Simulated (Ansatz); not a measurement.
`F[BH][GaH][F]` + CH₃NH₂ → `CNBF` + `[F][GaH2]` at 400 K and 1 bar (cleavage of the B–Ga bond).

Computed with Ansatz on PBE0-D4/def2-TZVP structures; ΔE is electronic, products minus reactants. CCSD(T)/CBS adds triple-zeta CCSD(T) − MP2 to the extrapolated MP2 energy (def2 sets, frozen cores). This one scheme is used for every species. For Ga outer-core shells are correlated without core-valence functions, which leaves a few kJ/mol of doubt a bond. Scalar relativity is left out up to krypton. One conformer a species, not always the lowest.

```json
{"species": "`F[BH][GaH][F]`", "CCSD(T)/CBS energy (Eh)": "-2149.58538", "H − E (kJ/mol)": "88.4", "S (J/(mol·K))": "355.2"}
{"species": "CH₃NH₂", "CCSD(T)/CBS energy (Eh)": "-95.75281", "H − E (kJ/mol)": "185.4", "S (J/(mol·K))": "256.0"}
{"species": "`CNBF`", "CCSD(T)/CBS energy (Eh)": "-220.44549", "H − E (kJ/mol)": "210.7", "S (J/(mol·K))": "315.1"}
{"species": "`[F][GaH2]`", "CCSD(T)/CBS energy (Eh)": "-2024.95631", "H − E (kJ/mol)": "56.3", "S (J/(mol·K))": "268.5"}
```

H − E and S are ideal-gas, rigid-rotor, harmonic terms from PBE0-D4/def2-TZVP, for one conformer and one mirror image of each species. 1 Eh = 2625.50 kJ/mol, R = 8.31446 J/(mol·K).

Problem. By hand: ΔE, ΔH, ΔS and ΔG.

Solution. ΔE = (-220.44549) + (-2024.95631) − (-2149.58538) − (-95.75281) = -0.06361 Eh = -167.0 kJ/mol. Δ(H − E) = 210.7 + 56.3 − 88.4 − 185.4 = -6.8, so ΔH = -173.8 kJ/mol. ΔS = 315.1 + 268.5 − 355.2 − 256.0 = -27.6 J/(mol·K). ΔG = -173.8 − 400 × (-27.6)/1000 = -162.8 kJ/mol.

Problem. By hand: the equilibrium constant, and the temperature at which ΔG would vanish if ΔH and ΔS stayed fixed.

Solution. log₁₀ K = −ΔG/(RT ln 10) = 21.3. ΔG = 0 at ΔH/ΔS = 6297 K, far beyond where these terms or the molecules hold.

ΔH outweighs TΔS. A doubt of 5 kJ/mol in ΔE shifts log₁₀ K by 0.7 here. Other conformers and mirror images would add mixing entropy, several J/(mol·K) or more a flexible species. Modes under 60 cm⁻¹, often nearly free rotors, make the harmonic entropy too high. These are equilibria of isolated gas molecules and say nothing of rates. Largest T1 diagnostic: 0.015 (customary marks: 0.02 for closed shells, 0.045 for open ones).
